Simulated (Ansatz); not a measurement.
Ansatz (an electronic-structure program) job for methylcyclobutane (C5H10), SMILES C1C(C)CC1, PBE-D3(BJ)/def2-SVP. 

Ansatz 0.2 input:
```yaml
crystal:
  periodic: [false, false, false]
  atoms:
    - {symbol: C, position_ang: [1.91812652, 0.14539890, -0.00000000]}
    - {symbol: C, position_ang: [0.50668996, -0.41463998, -0.00000000]}
    - {symbol: C, position_ang: [-0.49966804, 0.06531204, -1.08106660]}
    - {symbol: C, position_ang: [-1.60919060, 0.06649508, -0.00000000]}
    - {symbol: C, position_ang: [-0.49966804, 0.06531204, 1.08106661]}
    - {symbol: H, position_ang: [2.48078385, -0.18205830, -0.89023165]}
    - {symbol: H, position_ang: [1.90373616, 1.24851636, -0.00000000]}
    - {symbol: H, position_ang: [2.48078385, -0.18205831, 0.89023166]}
    - {symbol: H, position_ang: [0.54361994, -1.51803742, -0.00000000]}
    - {symbol: H, position_ang: [-0.64193322, -0.56912110, -1.96990170]}
    - {symbol: H, position_ang: [-0.25971506, 1.08731366, -1.41844627]}
    - {symbol: H, position_ang: [-2.18095676, -0.87476903, -0.00000000]}
    - {symbol: H, position_ang: [-2.32240930, 0.90475308, -0.00000000]}
    - {symbol: H, position_ang: [-0.25971506, 1.08731365, 1.41844628]}
    - {symbol: H, position_ang: [-0.64193322, -0.56912110, 1.96990169]}
basis:
  gaussian:
    orbitals: def2-SVP
hamiltonian:
  xc: pbe
  dispersion: d3bj
relax: {f_tol: 0.002, max_steps: 200}
```

Program output:

```
WARN ansatz: RAYON_NUM_THREADS=1 ignored (pool sized by the plan → 1); use --threads N
Functional definition: PBE
integrals: 0.06 GiB planned
1370 factors; their error is unknown
mean field: 0.38 GiB planned
mean field evaluation 1: about -5322.7075 eV, gradient 7.1e1 eV
mean field evaluation 2: about -5299.9632 eV, gradient 1.2e2 eV
mean field evaluation 4: about -5336.2407 eV, gradient 6.2e0 eV
mean field evaluation 8: about -5336.3295 eV, gradient 6.9e-2 eV
mean field evaluation 16: about -5336.2559 eV, gradient 6.8e-5 eV
mean field -5336.25586663 eV, -196.1037860546 hartree, gradient 4.1e-5 eV, S^2 0.000000; 0 other end points of the search recorded, 0 dependent functions left out
the calculation of the forces begins
reference -5336.25589925 eV, -196.1037872533 hartree; 20, 20 occupied and 100, 100 virtual orbitals, 1370 factors
relax step   1: F+E_penalty+E_count = -5336.55934523 eV  Δ(F+E_penalty+E_count) = +0.000e0 eV  max|allowed force component| = 2.560e-1 eV/Å  Δτ_max = 0.0000 Å  (29 SCF iters, accepted)
these checks for a lower state are left out or cut short: starts, cluster_reference, orbital_swaps, neighbouring_geometries, increment
integrals: 0.06 GiB planned
1370 factors; their error is unknown
mean field: 0.38 GiB planned
mean field -5336.26577831 eV, -196.1041503021 hartree, gradient 2.3e-5 eV, S^2 0.000000; 0 other end points of the search recorded, 0 dependent functions left out
the calculation of the forces begins
reference -5336.26581098 eV, -196.1041515025 hartree; 20, 20 occupied and 100, 100 virtual orbitals, 1370 factors
relax step   2: F+E_penalty+E_count = -5336.56863026 eV  Δ(F+E_penalty+E_count) = -9.285e-3 eV  max|allowed force component| = 7.859e-2 eV/Å  Δτ_max = 0.0099 Å  (30 SCF iters, accepted)
these checks for a lower state are left out or cut short: starts, cluster_reference, orbital_swaps, neighbouring_geometries, increment
integrals: 0.06 GiB planned
1370 factors; their error is unknown
mean field: 0.38 GiB planned
mean field evaluation 32: about -5336.2671 eV, gradient 3.0e-3 eV
mean field -5336.26713788 eV, -196.1042002652 hartree, gradient 2.3e-5 eV, S^2 0.000000; 0 other end points of the search recorded, 0 dependent functions left out
the calculation of the forces begins
reference -5336.26717056 eV, -196.1042014662 hartree; 20, 20 occupied and 100, 100 virtual orbitals, 1370 factors
relax step   3: F+E_penalty+E_count = -5336.56970614 eV  Δ(F+E_penalty+E_count) = -1.076e-3 eV  max|allowed force component| = 1.249e-2 eV/Å  Δτ_max = 0.0098 Å  (30 SCF iters, accepted)
these checks for a lower state are left out or cut short: starts, cluster_reference, orbital_swaps, neighbouring_geometries, increment
integrals: 0.06 GiB planned
1370 factors; their error is unknown
mean field: 0.38 GiB planned
mean field -5336.26696424 eV, -196.1041938841 hartree, gradient 2.3e-5 eV, S^2 0.000000; 0 other end points of the search recorded, 0 dependent functions left out
the calculation of the forces begins
reference -5336.26699692 eV, -196.1041950851 hartree; 20, 20 occupied and 100, 100 virtual orbitals, 1370 factors
relax step   4: F+E_penalty+E_count = -5336.56949640 eV  Δ(F+E_penalty+E_count) = +2.097e-4 eV  max|allowed force component| = 8.288e-2 eV/Å  Δτ_max = 0.0170 Å  (30 SCF iters, rejected (line search))
these checks for a lower state are left out or cut short: starts, cluster_reference, orbital_swaps, neighbouring_geometries, increment
integrals: 0.06 GiB planned
1370 factors; their error is unknown
mean field: 0.38 GiB planned
mean field -5336.26726515 eV, -196.1042049423 hartree, gradient 2.3e-5 eV, S^2 0.000000; 0 other end points of the search recorded, 0 dependent functions left out
the calculation of the forces begins
reference -5336.26729782 eV, -196.1042061430 hartree; 20, 20 occupied and 100, 100 virtual orbitals, 1370 factors
relax step   5: F+E_penalty+E_count = -5336.56987001 eV  Δ(F+E_penalty+E_count) = -1.639e-4 eV  max|allowed force component| = 3.152e-3 eV/Å  Δτ_max = 0.0083 Å  (30 SCF iters, accepted)
these checks for a lower state are left out or cut short: starts, cluster_reference, orbital_swaps, neighbouring_geometries, increment
integrals: 0.06 GiB planned
1370 factors; their error is unknown
mean field: 0.38 GiB planned
mean field -5336.26738037 eV, -196.1042091768 hartree, gradient 2.3e-5 eV, S^2 0.000000; 0 other end points of the search recorded, 0 dependent functions left out
the calculation of the forces begins
reference -5336.26741304 eV, -196.1042103772 hartree; 20, 20 occupied and 100, 100 virtual orbitals, 1370 factors
relax step   6: F+E_penalty+E_count = -5336.56999184 eV  Δ(F+E_penalty+E_count) = -1.218e-4 eV  max|allowed force component| = 3.507e-3 eV/Å  Δτ_max = 0.0120 Å  (30 SCF iters, accepted)
these checks for a lower state are left out or cut short: starts, cluster_reference, orbital_swaps, neighbouring_geometries, increment
integrals: 0.06 GiB planned
1370 factors; their error is unknown
mean field: 0.38 GiB planned
mean field evaluation 64: about -5336.2666 eV, gradient 3.0e-3 eV
mean field -5336.26663049 eV, -196.1041816192 hartree, gradient 2.3e-5 eV, S^2 0.000000; 0 other end points of the search recorded, 0 dependent functions left out
the calculation of the forces begins
reference -5336.26666317 eV, -196.1041828199 hartree; 20, 20 occupied and 100, 100 virtual orbitals, 1370 factors
relax step   7: F+E_penalty+E_count = -5336.56918559 eV  Δ(F+E_penalty+E_count) = +8.062e-4 eV  max|allowed force component| = 1.267e-1 eV/Å  Δτ_max = 0.0107 Å  (30 SCF iters, rejected (line search))
these checks for a lower state are left out or cut short: starts, cluster_reference, orbital_swaps, neighbouring_geometries, increment
integrals: 0.06 GiB planned
1370 factors; their error is unknown
mean field: 0.38 GiB planned
mean field -5336.26738180 eV, -196.1042092294 hartree, gradient 2.3e-5 eV, S^2 0.000000; 0 other end points of the search recorded, 0 dependent functions left out
the calculation of the forces begins
reference -5336.26741447 eV, -196.1042104297 hartree; 20, 20 occupied and 100, 100 virtual orbitals, 1370 factors
relax step   8: F+E_penalty+E_count = -5336.57001198 eV  Δ(F+E_penalty+E_count) = -2.014e-5 eV  max|allowed force component| = 5.928e-4 eV/Å  Δτ_max = 0.0044 Å  (30 SCF iters, accepted)
these checks for a lower state are left out or cut short: starts, cluster_reference, orbital_swaps, neighbouring_geometries, increment
integrals: 0.06 GiB planned
1370 factors; their error is unknown
mean field: 0.38 GiB planned
mean field -5336.26738532 eV, -196.1042093584 hartree, gradient 2.3e-5 eV, S^2 0.000000; 0 other end points of the search recorded, 0 dependent functions left out
the calculation of the forces begins
reference -5336.26741798 eV, -196.1042105587 hartree; 20, 20 occupied and 100, 100 virtual orbitals, 1370 factors
relax step   9: F+E_penalty+E_count = -5336.57001548 eV  Δ(F+E_penalty+E_count) = -3.504e-6 eV  max|allowed force component| = 8.400e-4 eV/Å  Δτ_max = 0.0032 Å  (30 SCF iters, accepted)
integrals: 0.06 GiB planned
1370 factors; their error is unknown
mean field: 0.38 GiB planned
mean field evaluation 96: about -5336.3396 eV, gradient 1.6e-1 eV
mean field -5336.26738532 eV, -196.1042093584 hartree, gradient 2.3e-5 eV, S^2 0.000000; 1 other end points of the search recorded, 0 dependent functions left out
the calculation of the forces begins
reference -5336.26741798 eV, -196.1042105587 hartree; 20, 20 occupied and 100, 100 virtual orbitals, 1370 factors
Total energy: -5336.57004814 eV, -196.1153320121 hartree
Atom 0 at     1.924835     0.133628     0.000000 Å, force     0.000007    -0.000252     0.000000 eV/Å
Atom 1 at     0.505230    -0.409500     0.000000 Å, force     0.000573    -0.000840     0.000000 eV/Å
Atom 2 at    -0.502219     0.077146    -1.080177 Å, force     0.000577     0.000367     0.000362 eV/Å
Atom 3 at    -1.613943     0.053459     0.000000 Å, force    -0.000644     0.000142     0.000000 eV/Å
Atom 4 at    -0.502219     0.077146     1.080177 Å, force     0.000577     0.000367    -0.000362 eV/Å
Atom 5 at     2.488936    -0.201838    -0.895356 Å, force    -0.000081    -0.000041     0.000015 eV/Å
Atom 6 at     1.924867     1.244349    -0.000000 Å, force    -0.000318     0.000280     0.000000 eV/Å
Atom 7 at     2.488936    -0.201838     0.895356 Å, force    -0.000081    -0.000041    -0.000015 eV/Å
Atom 8 at     0.527695    -1.521620    -0.000000 Å, force     0.000105    -0.000120     0.000000 eV/Å
Atom 9 at    -0.635408    -0.543010    -1.990087 Å, force     0.000028    -0.000010     0.000247 eV/Å
Atom 10 at    -0.266453     1.115231    -1.397322 Å, force    -0.000279     0.000075    -0.000029 eV/Å
Atom 11 at    -2.162634    -0.910525     0.000000 Å, force    -0.000167     0.000210     0.000000 eV/Å
Atom 12 at    -2.357210     0.875761    -0.000000 Å, force    -0.000047    -0.000200     0.000000 eV/Å
Atom 13 at    -0.266453     1.115231     1.397322 Å, force    -0.000279     0.000075     0.000029 eV/Å
Atom 14 at    -0.635408    -0.543010     1.990087 Å, force     0.000028    -0.000010    -0.000247 eV/Å
Dipole moment:     0.018261    -0.017141    -0.000000 e Å
```

Self-consistency was reached.
